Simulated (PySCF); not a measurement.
**H3RuO, doublet: computed properties**

Method: UPBE0 in PySCF with Ru def2-TZVP with ECP28, O def2-TZVP, H def2-TZVP; scalar-relativistic core potentials, no spin–orbit coupling; density-fitted integrals.

The structure is a minimum.

```xyz
5
charge 0 multiplicity 2, angstrom
Ru    0.0000    0.1235    0.1586
O     0.0000   -0.9654   -1.0603
H     1.4247    0.6353    0.6588
H    -1.4247    0.6353    0.6588
H     0.0000    1.5369   -0.4922
```

```json
{"Point group": "Cs", "Bond lengths": "Ru–H 1.556 Å, Ru–H 1.594 Å (×2), Ru–O 1.634 Å", "Bond angles": "H–Ru–H 80.8° (×2), H–Ru–H 126.7°, H–Ru–O 107.1°, H–Ru–O 116.6° (×2)", "Lowest empty level (β)": "-3.39 eV", "Principal polarisabilities": "34.6, 41.0, 45.8 bohr³", "Rotational constants": "2.687, 0.408, 0.3899 cm⁻¹", "Highest occupied level (α)": "-7.47 eV", "Zero-point energy": "64.8 kJ/mol", "Entropy at 298.15 K and 1 bar (electronic part: spin only)": "270.5 J/(mol K)", "Dipole moment": "1.85 D", "Heat capacity Cp at 298.15 K": "53.9 J/(mol K)", "Rotational symmetry number": "1", "Enthalpy at 298.15 K above 0 K": "11.86 kJ/mol", "Atomisation energy without zero-point energy": "1272 kJ/mol", "Spin squared ⟨S²⟩": "0.758", "Principal quadrupole moments (Buckingham, traceless) about the centre of mass": "-1.61, -0.41, 2.02 D Å"}
```

Harmonic modes (masses in u: Ru 101.904, O 15.995, H 1.008):
```
symmetry  ω (cm⁻¹)  IR (km/mol)     type
      a'       476          9.6     bend
      a'       586         15.3     bend
     a''       615          0.6     bend
     a''       723         33.5     bend
      a'       936          4.1     bend
      a'      1076          126    mixed
      a'      2093         48.4  stretch
     a''      2096         72.5  stretch
      a'      2230         13.1  stretch
```

Charges (e):
| atom | Mulliken | Löwdin | polar tensor | spin (Mulliken) | Mayer order to Ru1 |
| --- | --- | --- | --- | --- | --- |
| Ru1 | 0.41 | 0.15 | 0.81 | 0.80 | – |
| O2 | -0.51 | -0.21 | -0.59 | 0.30 | 1.93 |
| H3,4 | 0.01 | 0.01 | -0.10 | -0.03 | 0.91 |
| H5 | 0.09 | 0.05 | -0.02 | -0.04 | 0.92 |

Mulliken populations on Ru1 (electrons outside its core potential): s 2.59, p 6.49, d 6.48, f 0.02.

This need not be the most stable arrangement of these atoms. With open d or f shells other occupations or spin states may lie lower.

The final relaxation and frequency run took 85 s on 4 threads of a shared Arm Neoverse N1 host, with 89 basis functions and 20 gradients; the process peaked at 1.2 GiB. Launch command: `OMP_NUM_THREADS=4 python axn.py task.json out`.
